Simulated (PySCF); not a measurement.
## Working out the ionisation energy of Kr²⁺

Kr²⁺ [Ar] 3d10 4s2 4p4 (3P) → Kr³⁺ [Ar] 3d10 4s2 4p3 (4S). All numbers are calculated (PySCF 2.14, scalar relativity by spin-free X2C-1e, in jorge-DZP-DKH (8s6p2d1f, 43 functions)). Frozen: [Ar] 3d10. Energies in hartree (1 hartree = 27.21139 eV):

```
            part  Kr²⁺ (lower)  Kr³⁺ (upper)
             UHF  -2786.669185  -2785.414276
CCSD correlation     -0.041575     -0.035709
             (T)     -0.000280     -0.000156
```

Task: What does Hartree-Fock give?

Result: (-2785.414276) − (-2786.669185) = 1.254909 hartree = 34.148 eV.

Task: What do CCSD and CCSD(T) give?

Result: The CCSD correlation energies differ by 0.005866 hartree = 0.160 eV and the triples by 0.000124 hartree = 0.003 eV, so CCSD gives 34.308 eV and CCSD(T) 34.311 eV.

Reference: 35.838 ± 0.02 eV (measured; NIST Atomic Spectra Database, ionization energies), between the lowest levels; spin-orbit coupling is absent from the calculation.

A double-zeta basis recovers only part of the correlation energy.

What remains against the reference includes basis incompleteness, the frozen core and higher excitations.
